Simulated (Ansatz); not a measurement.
Computed with Ansatz on PBE0-D4/def2-TZVP structures; ΔE is electronic, products minus reactants. CCSD(T)/CBS adds triple-zeta CCSD(T) − MP2 to the extrapolated MP2 energy (def2 sets, frozen cores). Functionals use def2-TZVPP. Elements past krypton have def2 core potentials. For Hf, Mg outer-core shells are correlated without core-valence functions, which leaves a few kJ/mol of doubt a bond. Each species was taken in one conformer, which may not be the lowest.

`[CH3][Mg][Cl]` + `[NH2][Hf]([NH2])([OH])[F]` → `[CH3][Mg][OH]` + `[NH2][Hf]([NH2])([F])[Cl]`  (redistribution)

```
     level  ΔE (eV)
r2SCANh-D4     0.47
   LC-ωPBE     0.50
```

What does CCSD(T)/CBS give? (Best estimate.)

The calculation gave: +0.45 eV. The listed levels differ from it by 0.02, 0.05 eV.

Largest T1 diagnostic among the species: 0.015.

Leaving LDA and LC-ωPBE aside and taking each functional with its dispersion term where it has one, the values, not all of them listed here, spread over 0.05 eV, from BLYP-D4 to ωB97X-V. In def2-TZVPP, CCSD(T) changes the Hartree–Fock value by −0.10 eV (the triples alone add −0.02 eV) and MP2 by −0.13 eV. At CCSD(T), def2-SVP lies +0.09 eV from the extrapolated value and def2-TZVPP +0.02 eV.
